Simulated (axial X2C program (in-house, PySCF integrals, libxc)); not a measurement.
# Density and ELF of ZrSi⁺

Calculated with an in-house relativistic program for diatomic molecules. Two-component (2c) means X2C with spin–orbit coupling and atomic mean-field two-electron Coulomb and Gaunt terms. Basis: Zr dyall-cv3z [11s12p9d6f3g], Si dyall-v3z [8s7p2d1f] (cores contracted in-house); Gaussian nuclei, density fitting, unrestricted open shells. Masses: Zr 89.905 u, Si 27.977 u.

PBE0, with spin–orbit coupling, state Ω = 1/2 (⟨Sz⟩ = 2.50, ⟨Lz⟩ = -2.00 at PBE0); Zr at z = 0, Si at z = 2.531 Å.

The maps cover the half plane through the axis: z from -2.4 to 4.8 Å along the bond, ρ from 0.15 to 2.25 Å away from it.

log10 of the density in e/bohr³:

```
 ρ\z  -2.4  -1.8  -1.2  -0.6   0.0   0.6   1.2   1.8   2.4   3.0   3.6   4.2   4.8
0.15  -3.7  -2.7  -1.5  -0.2   1.6  -0.3  -1.2  -1.1   0.9  -0.5  -1.5  -2.2  -3.1
0.45  -3.8  -2.8  -1.7  -0.5   0.0  -0.5  -1.3  -1.2  -0.4  -1.0  -1.6  -2.3  -3.2
0.75  -3.9  -3.0  -2.1  -1.0  -0.5  -1.0  -1.5  -1.3  -1.2  -1.3  -1.7  -2.5  -3.3
1.05  -4.0  -3.2  -2.4  -1.5  -1.1  -1.5  -1.7  -1.6  -1.5  -1.6  -2.0  -2.7  -3.5
1.35  -4.1  -3.4  -2.6  -2.0  -1.7  -1.9  -2.0  -1.9  -1.8  -1.9  -2.3  -3.0  -3.7
1.65  -4.2  -3.5  -2.8  -2.3  -2.1  -2.2  -2.2  -2.2  -2.2  -2.3  -2.7  -3.3  -4.0
1.95  -4.4  -3.7  -3.1  -2.6  -2.4  -2.5  -2.6  -2.6  -2.6  -2.7  -3.1  -3.6  -4.3
2.25  -4.5  -3.9  -3.4  -3.0  -2.8  -2.8  -2.9  -2.9  -3.0  -3.2  -3.5  -4.0  -4.6
```

Electron localisation function (collinear form, no current term, damped to 0 at low density):

```
 ρ\z  -2.4  -1.8  -1.2  -0.6   0.0   0.6   1.2   1.8   2.4   3.0   3.6   4.2   4.8
0.15  0.01  0.08  0.51  0.79  0.44  0.76  0.39  0.24  0.80  0.28  0.95  0.91  0.47
0.45  0.01  0.04  0.27  0.78  0.21  0.72  0.39  0.58  0.40  0.09  0.95  0.89  0.40
0.75  0.00  0.02  0.08  0.52  0.80  0.41  0.42  0.83  0.21  0.65  0.94  0.84  0.26
1.05  0.00  0.01  0.04  0.27  0.57  0.23  0.49  0.85  0.80  0.88  0.89  0.72  0.11
1.35  0.00  0.01  0.07  0.28  0.46  0.28  0.53  0.81  0.80  0.83  0.78  0.49  0.03
1.65  0.00  0.02  0.13  0.38  0.51  0.36  0.49  0.69  0.68  0.66  0.55  0.20  0.01
1.95  0.00  0.02  0.17  0.44  0.52  0.37  0.38  0.50  0.47  0.41  0.25  0.04  0.00
2.25  0.00  0.01  0.13  0.38  0.45  0.31  0.24  0.27  0.23  0.16  0.06  0.01  0.00
```

Axial spin density in 10⁻³ e/bohr³:

```
 ρ\z  -2.4  -1.8  -1.2  -0.6    0.0   0.6   1.2   1.8   2.4   3.0   3.6  4.2  4.8
0.15   0.2   1.4  13.4  85.2  223.5  68.4  32.9  20.8  49.3   9.1  21.4  4.3  0.6
0.45   0.2   1.1   8.4  39.8   31.7  33.6  27.4  23.1   3.0  21.9  17.1  3.6  0.5
0.75   0.1   0.8   4.5  20.6   51.1  22.9  20.6  21.1  17.3  21.3  11.2  2.5  0.4
1.05   0.1   0.6   2.9  13.4   30.4  17.6  14.1  14.8  14.6  13.0   6.2  1.5  0.3
1.35   0.1   0.4   2.0   8.2   15.7  11.3   8.8   8.6   8.2   6.4   3.0  0.8  0.1
1.65   0.1   0.3   1.3   4.5    7.7   6.3   4.9   4.4   3.9   2.9   1.4  0.4  0.1
1.95   0.0   0.2   0.8   2.3    3.6   3.2   2.5   2.1   1.8   1.2   0.6  0.2  0.0
2.25   0.0   0.1   0.4   1.1    1.6   1.5   1.2   0.9   0.8   0.5   0.2  0.1  0.0
```

One determinant describes the state; a PBE0 search over occupations chose it and may have missed a lower one. Density functionals use the spin component along the axis (collinear). PBE0 can misorder states that lie within some tenths of an eV, so this need not be the ground state of the molecule. The nearest other 2c determinant of the search, Ω = 9/2, lies 0.09 eV up at the distance of the search. Without a current term, density functionals place determinants with orbital angular momentum somewhat too high. With several unpaired electrons one determinant need not be a pure state.
